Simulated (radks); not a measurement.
The numbers below are computed, except where a source is named.
Q: The lead ion Pb12+ is in [Xe] 4f14 5d(3/2: 2, 5/2: 0). Code: a radial shooting solver on a logarithmic mesh with Libxc functionals. Model: Dirac Kohn-Sham, PBE, spin-unpolarised, spherical densities, finite nucleus; Fermi nuclear charge, rms radius of each element as measured or else 0.836 A^(1/3) + 0.57 fm. Sub-shells are occupied by j as written (lower j first in brackets). One electron is removed from 4f7/2, 5p1/2, 5d3/2, 5p3/2 in turn, with full relaxation. Which removal costs least, and what does each cost?

A: 5d3/2 224.69 eV; 5p3/2 291.84 eV; 5p1/2 318.65 eV; 4f7/2 366.00 eV. The 5d3/2 electron leaves first.
